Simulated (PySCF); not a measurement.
PySCF job for TeClBr, SMILES Cl[Te]Br, PBE0-D3(BJ)/def2-TZVP. Geometry: PBE0-D3(BJ)/def2-TZVP. The def2 effective core potentials stand for the cores of Te; spin–orbit coupling is left out.

```python
import numpy as np
from pyscf import gto, scf, dft, df
from pyscf.hessian import thermo

mol = gto.M(
    atom='''
    Te    0.65524818   -0.54879556    0.00000000
    Cl   -1.27468349   -1.84159890    0.00000000
    Br   -0.35437960    1.70984430    0.00000000
    ''',
    basis='def2-TZVP',
    ecp={'Te': 'def2-tzvp'},
    charge=0,
    spin=0,
    max_memory=1600,
    verbose=3,
)
mf = dft.RKS(mol, xc='pbe0').density_fit(auxbasis='def2-universal-jkfit')
mf.disp = 'd3bj'
mf.grids.level = 3
mf.conv_tol = 1e-11
mf.max_cycle = 100
mf.kernel()

# [left out here: the lines that compute and print the analytic Hessian (its translational invariance restored by hand, since the grid's response is missing), thermochemistry and intensities]
```

Program output:

```
converged SCF energy = -3302.00189208247

WARN: DFTD3 does not support analytical Hessian, using finite difference


WARN: Mole.unit (angstrom) is changed to Bohr

Mode                                 0                   1                   2
Irrep
Freq [cm^-1]                      107.3775            265.4523            379.4675
Reduced mass [au]                  48.3074             93.6589             42.0853
Force const [Dyne/A]                0.3282              3.8884              3.5705
Char temp [K]                     154.4924            381.9267            545.9693
Normal mode                   x     y     z       x     y     z       x     y     z
       0  Te                 0.04 -0.01  0.00   -0.02  0.05  0.00    0.04  0.02 -0.00
       1  Cl                -0.05  0.12 -0.00   -0.00 -0.01  0.00   -0.12 -0.08  0.00
       2  Br                -0.04 -0.04  0.00    0.04 -0.08 -0.00   -0.00  0.00 -0.00
temperature 298.1500 [K]
pressure 101325.00 [Pa]
Rotational constants [GHz] 4.15810 1.28689 0.98274
Symmetry number 1
Zero-point energy (ZPE) 0.00171 [Eh]   4499.737 [J/mol]
                           tot       elec      trans        rot        vib
Entropy [J/mol/K]       321.545      0.000    177.251    119.262     25.032
Cv [J/mol/K]             46.674      0.000     12.472     12.472     21.730
Cp [J/mol/K]             54.988      0.000     20.786     12.472     21.730
Internal energy [J/mol]                      3718.434   3718.434   8479.001
Internal energy [Eh]   -3301.99583  -3302.00189
Enthalpy [J/mol]                             6197.391   3718.434   8479.001
Enthalpy [Eh]          -3301.99489
Gibbs free energy [J/mol]                  -46650.060 -31839.444   1015.826
Gibbs free energy [Eh] -3302.03140
mode   freq/cm-1   IR/(km/mol)
   1      107.38         0.620
   2      265.45        17.806
   3      379.47        35.096
max |gradient| / (hartree/bohr): 7.354306269078712e-05
APT charges: [ 0.7527 -0.4141 -0.3385]
```

The calculation finished and met its thresholds.

Cost: around 60 core-seconds (rough).
